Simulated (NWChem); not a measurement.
System: C2H5BO2; SMILES C(=O)B(O)C

The following NWChem deck was run.

```
start job
memory heap 200 mb stack 900 mb global 1100 mb
geometry units angstroms noautoz
  C     -0.683091    -1.871096     0.001949
  B      0.058762    -0.497733     0.001191
  O      1.395780    -0.382346     0.000450
  C     -0.672562     0.956245     0.001032
  O      0.037470     1.942257    -0.001489
  H     -1.344119    -1.950646    -0.878845
  H     -1.349806    -1.946895     0.878758
  H      0.002042    -2.730167     0.005901
  H      1.610279     0.570110    -0.000499
  H     -1.786705     1.087145     0.003347
end
basis spherical
  * library def2-tzvp
end
dft
  xc r2scan
  iterations 150
  semidirect filesize 400000000
  mulliken
end
task dft energy
```

All runs use the structure optimised with PBE0/def2-SVP.

Q: Predict the main results of this run. (r2SCAN/def2-TZVP.) Quantities: energy (Ha); highest occupied level (eV); orbital gap (eV); dipole (D).

A: 
- energy (Ha): -254.53
- highest occupied level (eV): -6.15
- orbital gap (eV): 3.03
- dipole (D): 1.73
